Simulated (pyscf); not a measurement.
## Ring closure: •H₂C–C≡N → cyclic C₂H₂N (SMILES [C]1=NC1) [doublet]

Gas phase, doublet surface, charge 0. Bonds broken: none. Bonds formed: C1–N3. PySCF, gas phase, ωB97X-D3(BJ)/def2-SVP geometries. Correlated levels are frozen-core, on RHF or UHF. ΔMP2 is the change of the MP2 total energy from the triple- to the quadruple-zeta basis.

Transition state (Å):

```xyz
5

C     -0.1022     0.2516    -0.8047
C      1.0685     1.1190    -0.4526
N      1.0729     0.7865     0.6912
H     -1.1111     0.6279    -0.6293
H      0.0729    -0.7973    -1.0485
```

One imaginary mode, 611i cm⁻¹; descent along it reached the two sides named.

```csv
bond,change,reactant side (Å),saddle,product side
C1–N3,forms,2.563,1.976,1.574
```

Electronic energies relative to the reactant's lowest minimum found (kcal/mol):

| level | barrier | reaction energy | reverse barrier |
|---|---|---|---|
| ωB97X-D3(BJ)/def2-TZVP | 55.1 | +49.5 | 5.6 |
| PBE/def2-TZVP | 53.1 | +49.5 | 3.6 |
| r²SCAN/def2-TZVP | 55.1 | +52.1 | 3.0 |
| B3LYP-D3(BJ)/def2-TZVP | 55.6 | +53.3 | 2.2 |
| PBE0-D3(BJ)/def2-TZVP | 55.3 | +50.2 | 5.1 |
| M06-2X/def2-TZVP | 54.9 | +48.6 | 6.3 |
| ωB97M-D3(BJ)/def2-TZVP | 54.4 | +50.1 | 4.2 |
| HF/def2-TZVP | 59.4 | +60.9 | -1.4 |
| MP2/def2-QZVPP | 57.1 | +43.4 | 13.7 |
| CCSD/def2-TZVPP | 55.8 | +52.9 | 2.8 |
| CCSD(T)/def2-TZVPP | 54.1 | +51.3 | 2.8 |
| CCSD(T)/def2-TZVPP + ΔMP2(QZVPP) | 54.0 | +50.7 | 3.4 |

With CCSD(T)/def2-TZVPP + ΔMP2(QZVPP) energies and thermal terms (ideal gas, 1 atm, RRHO with modes under 100 cm⁻¹ raised to 100, one conformer, R ln 2 for rigid chiral ones), in kcal/mol:

| T (K) | ΔH‡ | ΔG‡ | ΔH | ΔG |
|---|---|---|---|---|
| 298 | 52.9 | 52.5 | +51.0 | +50.8 |
| 600 | 52.4 | 52.2 | +50.7 | +50.7 |
| 900 | 51.9 | 52.2 | +50.6 | +50.8 |
| 1200 | 51.4 | 52.3 | +50.6 | +50.8 |

At HF this geometry lies under the product side: in single points on another level's saddle the reverse barrier vanishes, and the forward threshold there is about the reaction energy. One saddle was located; it need not be the lowest between these sides. The CCSD(T) − MP2 part came from Ansatz, without density fitting, on the same reference. A UHF reference is spin-contaminated (<S²> up to 1.06), which harms MP2 most.
